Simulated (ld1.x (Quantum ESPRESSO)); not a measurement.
# An all-electron radial function and its pseudo partner (Fe)

Columns: radius, all-electron u(r) and pseudo u(r) of the 3d shell (level -7.75 eV) of iron in the configuration [Ar] 3d6 4s2 4p0; LDA (PZ), scalar-relativistic, PAW scheme, ld1.x (Quantum ESPRESSO) 7.5.

```
r (bohr)  all-electron  pseudo
   0.150        0.1654  0.0069
   0.300        0.5194  0.0515
   0.450        0.7804  0.1528
   0.600        0.8999  0.3023
   0.750        0.9174  0.4672
   0.900        0.8783  0.6057
   1.050        0.8132  0.6857
   1.200        0.7391  0.6982
   1.350        0.6647  0.6583
   1.500        0.5942  0.5942
   1.650        0.5294  0.5294
   1.800        0.4708  0.4708
   1.950        0.4183  0.4183
   2.100        0.3716  0.3716
   2.250        0.3301  0.3301
   2.400        0.2932  0.2932
   2.550        0.2606  0.2606
   2.700        0.2316  0.2316
   2.850        0.2060  0.2060
   3.000        0.1832  0.1832
   3.150        0.1629  0.1629
   3.300        0.1450  0.1450
   3.450        0.1290  0.1290
   3.600        0.1148  0.1148
   3.750        0.1022  0.1022
   3.900        0.0910  0.0910
```

Task: How many radial nodes do the two functions have?

Result: The all-electron 3d function has n − l − 1 = 0; the pseudo-wave has 0.

Task: At about which radius was the pseudo-wave matched?

Result: 1.65 bohr, where the columns begin to agree (steps of 0.15 bohr).

Task: Where does each function peak?

Result: Outermost all-electron maximum near 0.75 bohr, pseudo maximum near 1.20 bohr (to the table’s step).

Task: Is the pseudo-wave norm-conserving?

Result: No, it belongs to a PAW set: the norm inside the radius is not constrained, and the difference is carried by the augmentation charge.
